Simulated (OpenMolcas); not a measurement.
Ni2+ (d8) among equal point charges was computed by CASSCF with the d shell active (OpenMolcas, ANO-RCC-VDZP on the metal). Its lowest spin-free states, and all those of the highest spin:

| 2S+1 | Degeneracy | E (cm-1) |
| --- | --- | --- |
| 3 | 1 | 0.0 |
| 3 | 3 | 3751 |
| 3 | 3 | 6689 |
| 1 | 2 | 18284 |
| 1 | 3 | 20941 |
| 3 | 3 | 23991 |
| 1 | 1 | 27955 |
| 1 | 3 | 28772 |
| 1 | 2 | 30300 |
| 1 | 3 | 30973 |
| 1 | 1 | 66175 |

**Question.** Is the site octahedral, tetrahedral or cube-like, axial, or of lower symmetry?

**Answer.** The states with 2S+1 = 3 have orbital degeneracies 1, 3, 3, 3. Threefold states need a cubic site. For d8 at this spin an octahedron puts the single A2 below the threefold T2 and a tetrahedron or cube puts the threefold T1 below the threefold T2, so the site is octahedral. The first gap at this spin, 3750 cm-1, is |10Dq| in ligand-field theory. The run had Ni2+ among 6 point charges of -2.2 e arranged as an octahedron (Oh), 2.13 Å from the ion.

Without dynamic correlation the repulsion within the d shell is too large (B by tens of per cent), so at a given field states of lower spin stand too high. This is an electrostatic model: the charges have no orbitals. No measured value stands beside these numbers.
